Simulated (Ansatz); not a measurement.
One change: `NC(=O)[SiH2]Cl` becomes `CNC(N)=O`.

Ansatz, PBE0-D4/def2-TZVP geometries, multiplicity 1. Each molecule was computed in one conformer, which needn't be the lowest.

```csv
property,`NC(=O)[SiH2]Cl`
size of the dipole moment (ωB97M-V/def2-TZVPP) / D,2.48
LUMO energy (PBE/def2-TZVPP) / eV,-1.54
HOMO–LUMO gap (PBE0/def2-TZVPP) / eV,6.83
LUMO energy (PBE0/def2-TZVPP) / eV,-0.53
HOMO energy (ωB97M-V/def2-TZVPP) / eV,-9.67
size of the dipole moment (B3LYP/def2-TZVPP) / D,2.45
```

Question: What does the change do to each property? (Best estimate.)

Answer: Ansatz gave: 
| property | `CNC(N)=O` | shift |
| --- | --- | --- |
| size of the dipole moment (ωB97M-V/def2-TZVPP) / D | 3.81 | 1.33 |
| LUMO energy (PBE/def2-TZVPP) / eV | -0.09 | 1.45 |
| HOMO–LUMO gap (PBE0/def2-TZVPP) / eV | 7.99 | 1.16 |
| LUMO energy (PBE0/def2-TZVPP) / eV | 0.74 | 1.27 |
| HOMO energy (ωB97M-V/def2-TZVPP) / eV | -9.62 | 0.05 |
| size of the dipole moment (B3LYP/def2-TZVPP) / D | 3.80 | 1.35 |

With PBE0 the HOMO rises by 0.11 eV and the LUMO rises by 1.27 eV, so the gap widens by about 1.16 eV. PBE moves the HOMO by 0.17 eV and ωB97M-V by 0.05 eV. Dipoles are sizes alone; their direction can turn.

B3LYP here is the variant with VWN-RPA as its local correlation; programs differ in this.
